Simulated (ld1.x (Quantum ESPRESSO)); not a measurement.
# Pseudopotential generation for silicon: TM, LDA (PZ), scalar-relativistic.

* Element: Si (Z = 14)
* Generator: ld1.x (Quantum ESPRESSO) 7.5
* Type: norm-conserving Troullier–Martins (Kleinman–Bylander form)
* Functional: LDA (PZ)
* Relativity: scalar-relativistic
* Frozen core: [He]
* Valence charge: 12
* Reference configuration: 2s2 2p6 3s2 3p2
* Partial waves: 2s (bound): rc 0.70 bohr; 2p (bound): rc 0.85 bohr
* Local potential: the p channel
* Core correction: none

Occupied shells without a wave of their own: 3p, 3s. They enter only through the test configuration that unscreens the potential.

All-electron outer shells of the reference configuration (LDA (PZ), scalar-relativistic, ld1.x):

```
shell  level (eV)  outermost node (bohr)  outermost maximum (bohr)
   1s    -1778.47                      –                      0.07
   2s     -138.73                   0.15                      0.45
   2p      -95.60                      –                      0.39
   3s      -10.88                   0.72                      1.77
   3p       -4.17                   0.72                      2.14
```

Q: Does the generator finish with these settings?

A: Yes, a potential is produced.

Q: Estimate the cutoffs (Ry, on a coarse ladder) from which the occupation-weighted sum of valence levels, in a spherical-Bessel basis at the reference potential, stays within 10 and 1 mRy of its value at 400 Ry.

A: 300 Ry and over 300 Ry.

Q: Does the potential have ghost states?

A: No extra level below or beside the all-electron valence levels (s, p, d, f tested).

Q: Tests: 2s2 2p6 3s2 3p1; 2s2 2p6 3s2 3p0; 2s2 2p6 3s1 3p0; 2s2 2p6 3s1 3p3; 2s2 2p6 3s1 3p2; 2s2 2p6 3s0 3p0; 2s2 2p6 3s2 3p1.5. Which has the largest error in its energy relative to the reference configuration, and how large is it?

A: 2s2 2p6 3s0 3p0, with +2468 meV (all-electron minus pseudo) on +103.19 eV.
